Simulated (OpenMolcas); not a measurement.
**Nb3+: ligand-field states by method**

Nb3+ with 3 ligands (fluoride) in trigonal planar coordination (D3h) at 1.77 Å. Ligand basis ANO-RCC-VDZP.

```yaml
Program: OpenMolcas 26.06
Basis: ANO-RCC-VDZP [6s5p3d1f]
Scalar_Hamiltonian: DKH2, point nucleus
Active_space: 2 electrons in 5 orbitals (4d)
State_averaging: 2S+1 = 3 even, 10 roots; 2S+1 = 1 even, 15 roots
Spin-orbit_coupling: state interaction with AMFI integrals over the reference wave functions
```

I. CASSCF
II. SS-CASPT2, IPEA 0.25 Eh, imaginary shift 0.1 Eh (closed shells correlated: 4s 4p and the ligand valence shells)

Spin-free states (labels of D3, the rotations of D3h) in cm-1, each column counted from its own energy of the first state listed:

```
   State  Degeneracy      I     II
      3E           2      0      0
2S+1 = 1           1   2726  -1080
2S+1 = 3           1   6487   9310
      1E           2   8193   6010
      1E           2  15073  15380
      3E           2  23156  23550
2S+1 = 1           1  24868  22700
      1E           2  29208  27080
```

II puts a state of multiplicity 1 lowest, 1100 cm-1 below that state.

From I to II, I's first state of the same spin (2S+1 = 3) moves from 6487 to 9310 cm-1, by about +2800 cm-1.

From I to II, I's first state of another spin (2S+1 = 1) moves from 2726 to -1080 cm-1, by about -3800 cm-1.

χT at 300 K: I 0.62, II 0.10 cm3 K/mol.

Roots that are degenerate in the reference are averaged as groups; the widest CASPT2 spread within a group is 150 cm-1 (the 2-fold group of multiplicity 3 near 24600 cm-1 above the lowest state of its run, II). Shifts and gaps below about the spread of the groups concerned are not significant. The least metal-like active orbital is 67 % on the metal (Löwdin) and no ligand orbital is active, so the numbers are rough. Ligand-to-metal charge-transfer states are missing. With no ligand orbital active B as a rule stays too high, so bands that hang on it stand too high and its fall with covalency is understated. An orbital doublet at a regular site is open to a Jahn-Teller distortion, which this geometry leaves out (holds for I). Without dynamic correlation the repulsion within the d shell is too large (B by tens of per cent), so at a given field states of lower spin stand too high (holds for I). With metal d orbitals alone the field can be off either way by tens of per cent (holds for I). The distance lies 3 % under the 1.83 Å that this model takes as the normal distance (a Shannon-type radius plus a fixed donor radius); by an R⁻⁵ law this alone changes a d-shell field by about +18 %. No measured value stands beside these numbers; the geometry is a model, was not optimised and need not be the one that this ion takes.
